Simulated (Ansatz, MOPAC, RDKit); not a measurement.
Species: CCl$_{2}$, net charge 0, singlet state. SMILES: Cl[C]Cl

Atoms: Cl1, C2, Cl3. Bonds: Cl1-C2, C2-Cl3.

Bond lengths (Å) and angles (degrees) optimised at MMFF94 with RDKit; AM1 with MOPAC; PM3 with MOPAC; PM7 with MOPAC; HF/STO-3G with Ansatz (a program for electronic structure); B3LYP/LANL2DZ with Ansatz, each started from the B3LYP-D3(BJ)/def2-TZVP structure (Ansatz) of the last column. A row stands for all coordinates that are equal there. No wavenumbers were computed at MMFF94, HF/STO-3G, B3LYP/LANL2DZ, so these may be saddle points.

```json
[
 {"coordinate": "Cl1-C2", "MMFF94": "1.762", "AM1": "1.672", "PM3": "1.591", "PM7": "1.723", "HF/STO-3G": "1.803", "B3LYP/LANL2DZ": "1.861", "B3LYP-D3(BJ)/def2-TZVP": "1.724"},
 {"coordinate": "Cl1-C2-Cl3", "MMFF94": "180.0", "AM1": "118.2", "PM3": "120.1", "PM7": "112.1", "HF/STO-3G": "106.8", "B3LYP/LANL2DZ": "108.6", "B3LYP-D3(BJ)/def2-TZVP": "109.6"}
]
```

Mean signed difference of all 2 bond lengths from B3LYP-D3(BJ)/def2-TZVP: MMFF94 0.038 Å, AM1 -0.052 Å, PM3 -0.134 Å, PM7 -0.001 Å, HF/STO-3G 0.079 Å, B3LYP/LANL2DZ 0.137 Å.
